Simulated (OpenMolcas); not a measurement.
Cr³⁺.

```yaml
Program: OpenMolcas 26.06
Basis: ANO-RCC-VTZP [6s5p3d2f1g]
Scalar_Hamiltonian: DKH2, point nucleus
Active_space: 3 electrons in 5 orbitals (3d)
State_averaging: 2S+1 = 4 even, 10 roots; 2S+1 = 2 even, 40 roots kept (CI in the orbitals of an earlier block)
Spin-orbit_coupling: state interaction with AMFI integrals over the reference wave functions, term energies averaged over their components
```

Two sets of levels on these reference wave functions, in cm-1 above 3d3 4F 3/2: one from CASSCF and one from MS-CASPT2, IPEA 0.25 Eh, imaginary shift 0.1 Eh (closed shells correlated: 3s 3p).

```tsv
Level	Set 1	Set 2
3d3 4F 3/2	0.0	0.0
3d3 4F 5/2	245	247
3d3 4F 7/2	580	583
3d3 4F 9/2	1000	1001
3d3 4P 1/2	17840	14610
3d3 4P 3/2	17950	14710
3d3 2G 7/2	18170	15350
3d3 4P 5/2	18240	15000
3d3 2G 9/2	18530	15720
3d3 2P 1/2	24060	19990
3d3 2H 9/2	24090	21710
3d3 2P 3/2 [73 %]	24190	19960
3d3 2H 11/2	24370	21990
3d3 2D 3/2(1) [74 %]	26250	21270
3d3 2D 5/2(1)	26500	21360
3d3 2F 7/2	41680	35390
```

Problem. Which set is which?

Solution. Set 2 is MS-CASPT2. Its levels of the other terms of 3d3 lie at 0.81 to 0.90 of the other set's values, as expected, since terms of lower spin or lower L gain more correlation energy than the Hund ground term. Against 14 measured levels (Sugar and Corliss, J. Phys. Chem. Ref. Data 6, 317 (1977)) the mean absolute deviation is 460 cm-1 with it and 3400 cm-1 without; single levels miss by up to 1000 cm-1 with it.

CASPT2 does not keep the components of a term degenerate, so their means are used; among the terms shown or strongly mixed into the levels shown the widest spread is 1000 cm-1 (3d3 4F, MS-CASPT2). Terms from blocks run as CI alone lack orbitals of their own. Without dynamic correlation excited terms often stand tens of per cent too high (terms of higher spin than the ground term too low), and those without a measured partner can miss by more than the paired ones (holds for CASSCF). Measured partners are found by configuration, term and J. A level has none where our copy of the source lacks it or the pairing is in doubt (some pairs that miss far off the trend of their configuration count as doubtful), and it then counts in no deviation. Levels of configurations outside the active space are missing. The table leaves out levels that lie high or whose names do not pair safely across all columns.

A share in square brackets marks a mixed level and gives the weight of the term that names it, the lowest over the columns. A number in round brackets counts repeated terms of one configuration in the order of the reference energies.
